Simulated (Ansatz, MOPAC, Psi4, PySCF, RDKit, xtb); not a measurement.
Noncovalent pair: SiH4 (SMILES [SiH4]) (first 5 atoms) with H2S (SMILES S); geometry from B3LYP-D3(BJ)/def2-TZVP, rigid monomers moved along the line of their centres of mass till Si1···S6 is 3.39 Å.
(charge 0, multiplicity 1):
```xyz
8

Si     0.0302    -0.0436    -0.2875
H     -0.7053     1.1278     0.2390
H     -0.1105    -0.0712    -1.7635
H     -0.5450    -1.2861     0.2725
H      1.4622     0.0588     0.0632
S      0.1874     0.0477     3.0967
H     -0.3325     1.2781     2.9623
H     -1.0164    -0.5372     2.9918
```

| level | interaction energy (kcal/mol) | minus CCSD(T)/CBS(aug-cc-pV(D+d)Z, aug-cc-pV(T+d)Z) | cost |
|---|---|---|---|
| UFF | 0.90 | 1.28 | - |
| GFN-FF | 0.04 | 0.42 | - |
| AM1 | 0.89 | 1.27 | - |
| PM3 | 1.37 | 1.75 | - |
| PM6 | -1.21 | -0.82 | - |
| GFN1-xTB | -8.45 | -8.07 | - |
| GFN2-xTB | -0.57 | -0.19 | - |
| HF/STO-3G (no counterpoise) | 1.69 | 2.07 | - |
| HF/3-21G (no counterpoise) | 0.79 | 1.17 | - |
| HF/6-31G* | 3.09 | 3.47 | - |
| HF/6-31G* (no counterpoise) | 2.70 | 3.08 | - |
| HF/aug-cc-pV(D+d)Z | 3.05 | 3.43 | - |
| HF/aug-cc-pV(T+d)Z | 3.04 | 3.42 | - |
| PBE/def2-TZVPPD | 0.51 | 0.89 | ×1 |
| PBE-D3(BJ)/def2-TZVPPD | -0.86 | -0.48 | ×1 |
| BP86/6-31G* (no counterpoise) | 1.47 | 1.85 | - |
| r2SCAN/def2-TZVPPD | 0.08 | 0.46 | ×2 |
| r2SCAN-D3(BJ)/def2-TZVPPD | -0.39 | -0.01 | ×2 |
| B3LYP/6-31G* | 2.19 | 2.57 | - |
| B3LYP/6-31G* (no counterpoise) | 1.64 | 2.02 | - |
| B3LYP/LANL2DZ (no counterpoise) | 2.39 | 2.77 | - |
| B3LYP/def2-TZVPPD | 1.92 | 2.30 | ×2 |
| B3LYP-D4/def2-TZVPPD | -0.16 | 0.22 | ×2 |
| PBE0/def2-TZVPPD | 0.48 | 0.86 | ×1 |
| PBE0-D3(BJ)/def2-TZVPPD | -0.84 | -0.46 | ×1 |
| M06-2X/6-31G* (no counterpoise) | -0.98 | -0.60 | - |
| wB97X-V/def2-TZVPPD | -0.27 | 0.11 | ×3 |
| wB97M-V/def2-TZVPPD | -0.52 | -0.14 | ×4 |
| MP2/6-31G* | 2.31 | 2.70 | - |
| MP2/6-31G* (no counterpoise) | 1.25 | 1.63 | - |
| MP2/aug-cc-pV(D+d)Z | 0.44 | 0.82 | - |
| MP2/aug-cc-pV(T+d)Z | -0.24 | 0.14 | - |
| MP2/CBS(aug-cc-pV(D+d)Z, aug-cc-pV(T+d)Z) | -0.52 | -0.14 | - |
| SCS-MP2/aug-cc-pV(D+d)Z | 1.05 | 1.43 | - |
| SCS-MP2/aug-cc-pV(T+d)Z | 0.47 | 0.85 | - |
| CCSD/aug-cc-pV(D+d)Z | 0.94 | 1.32 | - |
| CCSD/aug-cc-pV(T+d)Z | 0.36 | 0.74 | - |
| CCSD(T)/aug-cc-pV(D+d)Z | 0.62 | 1.00 | ×3 |
| CCSD(T)/CBS(aug-cc-pV(D+d)Z, aug-cc-pV(T+d)Z) | -0.38 | 0.00 | ×300* |
| SAPT0/jun-cc-pV(D+d)Z | 0.89 | 1.27 | - |

 The comparison column counts from a level with limits of its own.

The rows run from -8.45 (GFN1-xTB) to 3.09 kcal/mol (HF/6-31G*). From aug-cc-pV(D+d)Z to aug-cc-pV(T+d)Z MP2 changes by -0.68. The dispersion term adds -1.37 in PBE-D3(BJ), -0.46 in r2SCAN-D3(BJ), -2.08 in B3LYP-D4. The 6 functionals in def2-TZVPPD without D3 or D4 span 2.44, from wB97M-V to B3LYP.

Counterpoise-corrected where a basis set is named; no monomer relaxation. Rows marked so take none. RDKit's UFF carries no charges.

Frozen-core correlation. CBS(a, b) extrapolates the correlation energy as X⁻³ and adds the Hartree–Fock energy of set b. Rows in 3-21G, 6-31G*, LANL2DZ, STO-3G carry no dispersion term and start afresh at each structure (6-31G* with six Cartesian d functions). MP2/6-31G* freezes PySCF's default core. LANL2DZ brings its own core potentials from Na on. The state that AM1, PM3, PM6 reach isn't checked.

Run with Ansatz (Gaussian orbitals); MOPAC for AM1, PM3, PM6 (differences of heats of formation); Psi4 for SAPT; PySCF for 3-21G rows, 6-31G* rows, LANL2DZ rows, STO-3G rows, the dispersion terms; RDKit for the force fields; xtb for the GFN methods. Values without a source in brackets are computed.

Costs are rough ratios of core time to PBE/def2-TZVPPD (about 3 s over the structures, on one shared machine); a dash marks a level with no comparable run of its own. A star marks coupled-cluster runs past 200 virtual orbitals, where the program's memory plan changes under this machine's limit, so their costs aren't comparable with smaller runs.

Ansatz is a quantum-chemistry and plane-wave program.
